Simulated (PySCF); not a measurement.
Input of a run (PBE0-D3(BJ)/def2-SVP geometry optimisation, gas phase (PySCF 2.14.0)), started from GFN2-xTB:
```
{"job": {"xc": "PBE0", "basis": "def2-SVP", "d3": "d3bj", "grid": 1, "maxiter": 40, "shake": 0.03, "kind": "geom"}, "charge": 0, "multiplicity": 1}
Ge    -1.569820     0.296590     0.593330
F     -3.017890    -0.596830     0.384620
F     -2.159760     1.743750     1.398770
O     -0.944970     0.836590    -0.970920
Ge     0.496400     0.499450    -1.647880
F      0.325900    -0.347680    -3.045640
F      1.266540     1.972120    -2.018650
O      1.562610    -0.322730    -0.551000
Ge     1.121230    -0.874880     1.094050
F      2.202660    -0.240000     2.169130
F      1.283940    -2.569820     1.125070
O     -0.451380    -0.479310     1.520110
```

Output (energies in Eh, forces in Eh/bohr):
```
step   0  E = -7053.09075996  max force = 0.083756
step   1  E = -7053.12004175  max force = 0.011610
step   2  E = -7053.12080455  max force = 0.003890
step   3  E = -7053.12102396  max force = 0.001046
step   4  E = -7053.12105987  max force = 0.000741
step   5  E = -7053.12110916  max force = 0.001219
step   6  E = -7053.12113286  max force = 0.001604
step   7  E = -7053.12117730  max force = 0.001262
step   8  E = -7053.12124065  max force = 0.000800
step   9  E = -7053.12125768  max force = 0.000417
step  10  E = -7053.12126310  max force = 0.000308
optimisation converged
```

Task: Summarise the run.

Result: The energy falls by 19.1 kcal/mol over 11 energy and gradient evaluations, the largest force component goes from 0.0838 to 3.1e-04 Eh/bohr, and the atoms move by 0.085 Å rms after alignment. The bond that changes most is O4–Ge5 (ends: oxygen bonded to 2 Ge; germanium bonded to 2 F and 2 O), which lengthens by 0.117 Å. Bonds longer at the end by more than 0.005 Å: 6 of 12; shorter: 4. Among the angles that change most is F2–Ge1–F3, from 101.6° to 107.7°. The energy never rose by more than 1e-6 Eh on the way. The first step brought 96 % of the lowering.

Task: What are the final bond lengths?

Result: Ge1–F2 1.702 Å, Ge1–F3 1.702 Å, Ge1–O4 1.745 Å, Ge1–O12 1.745 Å, O4–Ge5 1.745 Å, Ge5–F6 1.702 Å, Ge5–F7 1.701 Å, Ge5–O8 1.745 Å, O8–Ge9 1.744 Å, Ge9–F10 1.701 Å, Ge9–F11 1.702 Å, Ge9–O12 1.745 Å. Numbering counts from 1 in the input's order; the species is F6Ge3O3 (cyclo-(F2GeO)3).

The run used 222 basis functions and 77 SCF cycles in all. Hardware: 2 threads, AMD EPYC 9R45 (x86_64), shared host. Cost: 2.6 min wall, 6.5 min CPU, 1.7 GiB resident at most.

No frequency check. One conformer, not necessarily the lowest.
